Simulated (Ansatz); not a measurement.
```yaml
crystal:
  periodic: [false, false, false]
  atoms:
    - {symbol: Si, position_ang: [-1.879464, 1.279757, 0.284768]}
    - {symbol: Si, position_ang: [0.181687, 0.229835, 0.121425]}
    - {symbol: P, position_ang: [1.953899, 1.287065, 1.011675]}
    - {symbol: C, position_ang: [0.202771, -1.611557, -0.149218]}
    - {symbol: C, position_ang: [0.494367, -0.785741, -1.407886]}
    - {symbol: H, position_ang: [-2.877476, 0.445819, -0.438785]}
    - {symbol: H, position_ang: [-2.307216, 1.417296, 1.703304]}
    - {symbol: H, position_ang: [-1.844216, 2.635848, -0.325223]}
    - {symbol: H, position_ang: [2.824073, 0.195208, 0.746890]}
    - {symbol: H, position_ang: [1.689448, 0.866291, 2.343332]}
    - {symbol: H, position_ang: [1.030856, -2.182483, 0.258471]}
    - {symbol: H, position_ang: [-0.734731, -2.158229, -0.132216]}
    - {symbol: H, position_ang: [-0.254297, -0.810397, -2.192768]}
    - {symbol: H, position_ang: [1.507198, -0.837911, -1.795069]}
basis:
  gaussian: {orbitals: "6-31G*"}
hamiltonian: {xc: {name: wB97}}
accuracy: high
scf: {lower_state_search: full}
```

```sh
$ ansatz run in.yaml --threads 4 --pin off --events-out ev --progress --plain --max-ram 10444MiB
```

Output, abridged:

```
Functional definition: wB97
  name "wB97"
  cite "Chai & Head-Gordon, J. Chem. Phys. 128, 084106 (2008) doi:10.1063/1.2834918"
  cite "Becke, J. Chem. Phys. 107, 8554 (1997) doi:10.1063/1.475007"
  parameter omega = 0.4/bohr
  parameter cx1 = 1.13116
  parameter cx2 = -2.74915
  parameter cx3 = 12.0900
  parameter cx4 = -5.71642
  parameter css1 = -2.55352
  parameter css2 = 11.8926
  parameter css3 = -26.9452
  parameter css4 = 17.0927
  parameter cos1 = 3.99051
  parameter cos2 = -17.0066
  parameter cos3 = 1.07292
  parameter cos4 = 8.88211
  # The coefficients of nought are those of the uniform gas.
  exchange = spin_sum(e_x_unif_sr(omega)*poly(b97_u_x, 1, cx1, cx2, cx3, cx4)) + exact_x_lr(omega)
  correlation = spin_sum(e_c_pw_same_spin*poly(b97_u_same, 1, css1, css2, css3, css4))
      + integral(e_c_pw_opposite_spin*poly(b97_u_opposite, 1, cos1, cos2, cos3, cos4))
2443 factors; integrals over basis functions are off by at most 5.0e-9 eV
720 factors; integrals over basis functions are off by at most 3.0e-9 eV
mean field evaluation 1: about -27258.5475 eV, gradient 3.0e1 eV
mean field evaluation 2: about -27258.5417 eV, gradient 3.0e1 eV
mean field evaluation 4: about -27261.1338 eV, gradient 2.2e0 eV
mean field evaluation 8: about -27261.1607 eV, gradient 3.6e-2 eV
mean field evaluation 16: about -27261.1607 eV, gradient 2.9e-5 eV
mean field -27261.16072711 eV, -1001.8291784427 hartree, gradient 2.1e-8 eV, S^2 0.000000; 0 other end points of the search recorded, 0 dependent functions left out
reference -27261.16072600 eV, -1001.8291784022 hartree; 32, 32 occupied and 73, 73 virtual orbitals, 2443 factors
Total energy: -27261.16072600 eV, -1001.8291784022 hartree
```

Run time 7 s (4 threads of an Intel Xeon 6975P-C on a shared host); peak host memory 0.71 GiB.
